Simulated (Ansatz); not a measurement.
A first, cheap relaxation of F2H2Se2Zr, SMILES `[F][Zr]([F])([SeH])[SeH]`.

```yaml
crystal:
  periodic: [false, false, false]
  atoms:
    - {symbol: F, position_ang: [0.067900, -1.366600, -0.528500]}
    - {symbol: Zr, position_ang: [0.175100, -0.824200, 0.545800]}
    - {symbol: F, position_ang: [0.945500, -0.514400, 1.003200]}
    - {symbol: Se, position_ang: [-1.369800, -0.433400, 0.709800]}
    - {symbol: Se, position_ang: [1.292900, 0.306700, -1.161200]}
    - {symbol: H, position_ang: [-1.663400, 1.082800, 0.540700]}
    - {symbol: H, position_ang: [0.613000, 1.681200, -1.155400]}
basis:
  gaussian: {orbitals: def2-SVP}
hamiltonian: {xc: pbe, dispersion: d4}
relax: {f_tol: 0.03, max_steps: 200}
```

```sh
$ ansatz run in.yaml --threads 4 --pin off --events-out ev --progress --plain --max-ram 11315MiB
```

Output, abridged:

```
Functional definition: PBE
mean field -137282.63305138 eV, -5045.0437111272 hartree, gradient 1.4e-5 eV, S^2 0.000000; 1 other end points of the search recorded, 0 dependent functions left out
relax step   1: F+E_penalty+E_count = -137282.91039170 eV  Δ(F+E_penalty+E_count) = +0.000e0 eV  max|allowed force component| = 2.930e2 eV/Å  Δτ_max = 0.0000 Å  (50 SCF iters, accepted)
mean field -137343.61417669 eV, -5047.2847261480 hartree, gradient 1.9e-5 eV, S^2 0.000000; 0 other end points of the search recorded, 0 dependent functions left out
relax step   2: F+E_penalty+E_count = -137343.88525279 eV  Δ(F+E_penalty+E_count) = -6.097e1 eV  max|allowed force component| = 8.287e1 eV/Å  Δτ_max = 0.1948 Å  (40 SCF iters, accepted)
mean field -137374.18199938 eV, -5048.4080729124 hartree, gradient 1.7e-5 eV, S^2 0.000000; 0 other end points of the search recorded, 0 dependent functions left out
relax step   3: F+E_penalty+E_count = -137374.44530860 eV  Δ(F+E_penalty+E_count) = -3.056e1 eV  max|allowed force component| = 5.333e1 eV/Å  Δτ_max = 0.1934 Å  (40 SCF iters, accepted)
mean field -137396.17951844 eV, -5049.2164668275 hartree, gradient 1.0e-5 eV, S^2 0.000000; 0 other end points of the search recorded, 0 dependent functions left out
relax step   4: F+E_penalty+E_count = -137396.43130443 eV  Δ(F+E_penalty+E_count) = -2.199e1 eV  max|allowed force component| = 2.176e1 eV/Å  Δτ_max = 0.1902 Å  (43 SCF iters, accepted)
mean field -137403.64124221 eV, -5049.4906801183 hartree, gradient 1.3e-5 eV, S^2 0.000000; 0 other end points of the search recorded, 0 dependent functions left out
relax step   5: F+E_penalty+E_count = -137403.88108228 eV  Δ(F+E_penalty+E_count) = -7.450e0 eV  max|allowed force component| = 6.174e0 eV/Å  Δτ_max = 0.1929 Å  (40 SCF iters, accepted)
mean field -137405.59683499 eV, -5049.5625468273 hartree, gradient 2.5e-5 eV, S^2 0.000000; 0 other end points of the search recorded, 0 dependent functions left out
relax step   6: F+E_penalty+E_count = -137405.82526156 eV  Δ(F+E_penalty+E_count) = -1.944e0 eV  max|allowed force component| = 2.654e0 eV/Å  Δτ_max = 0.1942 Å  (38 SCF iters, accepted)
mean field -137406.77230010 eV, -5049.6057443734 hartree, gradient 5.8e-6 eV, S^2 0.000000; 0 other end points of the search recorded, 0 dependent functions left out
relax step   7: F+E_penalty+E_count = -137406.99585246 eV  Δ(F+E_penalty+E_count) = -1.171e0 eV  max|allowed force component| = 2.759e0 eV/Å  Δτ_max = 0.2000 Å  (39 SCF iters, accepted)
mean field -137407.58631808 eV, -5049.6356589824 hartree, gradient 1.3e-5 eV, S^2 0.000000; 0 other end points of the search recorded, 0 dependent functions left out
relax step   8: F+E_penalty+E_count = -137407.80638666 eV  Δ(F+E_penalty+E_count) = -8.105e-1 eV  max|allowed force component| = 2.856e0 eV/Å  Δτ_max = 0.1949 Å  (36 SCF iters, accepted)
mean field -137408.12915168 eV, -5049.6556077490 hartree, gradient 2.4e-5 eV, S^2 0.000000; 0 other end points of the search recorded, 0 dependent functions left out
relax step   9: F+E_penalty+E_count = -137408.34435991 eV  Δ(F+E_penalty+E_count) = -5.380e-1 eV  max|allowed force component| = 1.637e0 eV/Å  Δτ_max = 0.1949 Å  (36 SCF iters, accepted)
mean field -137408.49969208 eV, -5049.6692248576 hartree, gradient 2.4e-5 eV, S^2 0.000000; 0 other end points of the search recorded, 0 dependent functions left out
relax step  10: F+E_penalty+E_count = -137408.71100088 eV  Δ(F+E_penalty+E_count) = -3.666e-1 eV  max|allowed force component| = 9.065e-1 eV/Å  Δτ_max = 0.1948 Å  (37 SCF iters, accepted)
mean field -137408.64571621 eV, -5049.6745911453 hartree, gradient 2.1e-5 eV, S^2 0.000000; 0 other end points of the search recorded, 0 dependent functions left out
relax step  11: F+E_penalty+E_count = -137408.85089682 eV  Δ(F+E_penalty+E_count) = -1.399e-1 eV  max|allowed force component| = 7.201e-1 eV/Å  Δτ_max = 0.2000 Å  (37 SCF iters, accepted)
mean field -137408.72670895 eV, -5049.6775675736 hartree, gradient 2.0e-5 eV, S^2 0.000000; 0 other end points of the search recorded, 0 dependent functions left out
relax step  12: F+E_penalty+E_count = -137408.93372845 eV  Δ(F+E_penalty+E_count) = -8.283e-2 eV  max|allowed force component| = 7.413e-2 eV/Å  Δτ_max = 0.2000 Å  (37 SCF iters, accepted)
mean field -137408.73780750 eV, -5049.6779754380 hartree, gradient 1.7e-5 eV, S^2 0.000000; 0 other end points of the search recorded, 0 dependent functions left out
relax step  13: F+E_penalty+E_count = -137408.94367172 eV  Δ(F+E_penalty+E_count) = -9.943e-3 eV  max|allowed force component| = 1.360e-1 eV/Å  Δτ_max = 0.0987 Å  (32 SCF iters, accepted)
mean field -137408.74287192 eV, -5049.6781615521 hartree, gradient 1.9e-5 eV, S^2 0.000000; 0 other end points of the search recorded, 0 dependent functions left out
relax step  14: F+E_penalty+E_count = -137408.94850879 eV  Δ(F+E_penalty+E_count) = -4.837e-3 eV  max|allowed force component| = 2.174e-1 eV/Å  Δτ_max = 0.1339 Å  (31 SCF iters, accepted)
mean field -137408.74753979 eV, -5049.6783330931 hartree, gradient 2.2e-5 eV, S^2 0.000000; 0 other end points of the search recorded, 0 dependent functions left out
relax step  15: F+E_penalty+E_count = -137408.95300165 eV  Δ(F+E_penalty+E_count) = -4.493e-3 eV  max|allowed force component| = 1.822e-1 eV/Å  Δτ_max = 0.0845 Å  (31 SCF iters, accepted)
mean field -137408.75334543 eV, -5049.6785464463 hartree, gradient 1.2e-5 eV, S^2 0.000000; 0 other end points of the search recorded, 0 dependent functions left out
relax step  16: F+E_penalty+E_count = -137408.95845321 eV  Δ(F+E_penalty+E_count) = -5.452e-3 eV  max|allowed force component| = 1.006e-2 eV/Å  Δτ_max = 0.0839 Å  (31 SCF iters, accepted)
mean field -137408.75516670 eV, -5049.6786133769 hartree, gradient 2.4e-5 eV, S^2 0.000000; 0 other end points of the search recorded, 0 dependent functions left out
relax step  17: F+E_penalty+E_count = -137408.95990689 eV  Δ(F+E_penalty+E_count) = -1.454e-3 eV  max|allowed force component| = 3.996e-2 eV/Å  Δτ_max = 0.0812 Å  (30 SCF iters, accepted)
mean field -137408.75571281 eV, -5049.6786334461 hartree, gradient 1.9e-5 eV, S^2 0.000000; 0 other end points of the search recorded, 0 dependent functions left out
relax step  18: F+E_penalty+E_count = -137408.96013689 eV  Δ(F+E_penalty+E_count) = -2.300e-4 eV  max|allowed force component| = 7.126e-2 eV/Å  Δτ_max = 0.1094 Å  (30 SCF iters, accepted)
mean field -137408.75586211 eV, -5049.6786389324 hartree, gradient 2.2e-5 eV, S^2 0.000000; 0 other end points of the search recorded, 0 dependent functions left out
relax step  19: F+E_penalty+E_count = -137408.96056829 eV  Δ(F+E_penalty+E_count) = -4.314e-4 eV  max|allowed force component| = 2.612e-2 eV/Å  Δτ_max = 0.0332 Å  (32 SCF iters, accepted)
mean field -137408.75586211 eV, -5049.6786389324 hartree, gradient 2.2e-5 eV, S^2 0.000000; 1 other end points of the search recorded, 0 dependent functions left out
Total energy: -137408.96064254 eV, -5049.6861644745 hartree
Atom 0 at     0.302224    -2.496660    -0.526336 Å, force     0.005520     0.003302     0.003372 eV/Å
Atom 1 at     0.210530    -0.681389     0.029321 Å, force    -0.011312    -0.016827    -0.011784 eV/Å
Atom 2 at     1.243652    -0.131520     1.532658 Å, force    -0.000615     0.001608     0.002550 eV/Å
Atom 3 at    -2.284147    -0.259220     0.550841 Å, force     0.021096     0.026117     0.016383 eV/Å
Atom 4 at     0.941888     0.795442    -1.962227 Å, force     0.008631     0.023142     0.024043 eV/Å
Atom 5 at    -1.833179     0.969945     1.266348 Å, force    -0.016867    -0.018569    -0.011895 eV/Å
Atom 6 at     1.480232     1.735502    -0.936205 Å, force    -0.006452    -0.018773    -0.022669 eV/Å
Dipole moment:     0.071807     0.171374     0.123481 e Å
```

It took 47 s on 4 threads of an Arm Neoverse V2 on a shared host, with 0.22 GiB of host memory at the peak.
